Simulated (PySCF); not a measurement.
Input of a run (PBE0-D3(BJ)/def2-SVP geometry optimisation, gas phase (PySCF 2.14.0)), started from GFN2-xTB:
```
{"job": {"xc": "PBE0", "basis": "def2-SVP", "d3": "d3bj", "grid": 2, "kind": "geom"}, "charge": 0, "multiplicity": 1}
C     -2.117964     0.081273    -0.391223
C     -0.668734     0.033365    -0.080986
C     -0.052625     0.178275     1.133237
N      1.285152     0.088733     1.129687
C      1.753692    -0.124395    -0.053903
C      3.104127    -0.267619    -0.392296
N      4.200365    -0.390598    -0.705898
S      0.518702    -0.233884    -1.308966
H     -2.445826    -0.858425    -0.834863
H     -2.686792     0.259835     0.517897
H     -2.330680     0.877455    -1.104006
H     -0.558221     0.355300     2.065295
```

Output (energies in Eh, forces in Eh/bohr):
```
step   0  E = -699.78029074  max force = 0.031739
step   1  E = -699.78243153  max force = 0.003494
step   2  E = -699.78246344  max force = 0.001675
step   3  E = -699.78246591  max force = 0.000776
step   4  E = -699.78246940  max force = 0.000159
optimisation converged
```

Summarise the run.

The energy falls by 0.059 eV over 5 energy and gradient evaluations, the largest force component goes from 0.0317 to 1.6e-04 Eh/bohr, and the atoms move by 0.024 Å rms after alignment. Among the bonds, C5–C6 and C5–S8 change most and about equally (-0.023 to +0.024 Å). Bonds longer at the end by more than 0.005 Å: 10 of 12; shorter: 2. The energy never rose by more than 1e-6 Eh on the way. The first step brought 98 % of the lowering.

What are the final bond lengths?

C1–C2 1.489 Å, C2–C3 1.378 Å, C3–N4 1.354 Å, N4–C5 1.304 Å, C5–C6 1.424 Å, C6≡N7 1.160 Å, C5–S8 1.741 Å, C2–S8 1.722 Å, C1–H9 1.101 Å, C1–H10 1.099 Å, C1–H11 1.101 Å, C3–H12 1.092 Å. Numbering counts from 1 in the input's order; the species is `N#Cc1ncc(C)s1`.

The run used 136 basis functions and 38 SCF cycles in all. Hardware: one thread, Intel Xeon Platinum 8259CL at 2.50 GHz (x86_64), on a shared host. Cost: 47 s of wall time, 0.74 GiB resident at most.

PBE0-D3(BJ)/def2-SVP frequencies: not computed here.
